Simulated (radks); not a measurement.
The numbers below are computed, except where a source is named.
Charge is removed step by step from the 5s1/2 level of Tb2+, starting from [Xe] 4f9. Code: a radial shooting solver on a logarithmic mesh with Libxc functionals. Model: Dirac Kohn-Sham, BLYP, spin-unpolarised, spherical densities, point nucleus; open shells fill j = l - 1/2 first.

[
 {"removed (e)": "0", "E - E(0) (eV)": "0.000", "eigenvalue (eV)": "-61.138", "E minus straight line (eV)": "0.000"},
 {"removed (e)": "0.125", "E - E(0) (eV)": "7.750", "eigenvalue (eV)": "-62.865", "E minus straight line (eV)": "-0.775"},
 {"removed (e)": "0.25", "E - E(0) (eV)": "15.717", "eigenvalue (eV)": "-64.612", "E minus straight line (eV)": "-1.333"},
 {"removed (e)": "0.375", "E - E(0) (eV)": "23.904", "eigenvalue (eV)": "-66.377", "E minus straight line (eV)": "-1.672"},
 {"removed (e)": "0.5", "E - E(0) (eV)": "32.312", "eigenvalue (eV)": "-68.158", "E minus straight line (eV)": "-1.789"},
 {"removed (e)": "0.625", "E - E(0) (eV)": "40.944", "eigenvalue (eV)": "-69.956", "E minus straight line (eV)": "-1.682"},
 {"removed (e)": "0.75", "E - E(0) (eV)": "49.801", "eigenvalue (eV)": "-71.768", "E minus straight line (eV)": "-1.349"},
 {"removed (e)": "0.875", "E - E(0) (eV)": "58.887", "eigenvalue (eV)": "-73.595", "E minus straight line (eV)": "-0.789"},
 {"removed (e)": "1", "E - E(0) (eV)": "68.201", "eigenvalue (eV)": "-75.436", "E minus straight line (eV)": "0.000"}
]

Removing the whole electron costs 68.201 eV by Delta-SCF, against 61.138 eV from minus the eigenvalue at the starting occupation. Slater's transition state (half an electron removed) gives 68.158 eV. Integrating minus the eigenvalue over the occupation (Janak's theorem) gives 68.201 eV. The mean slope of the eigenvalue, de/dn, is 14.3 eV per electron.
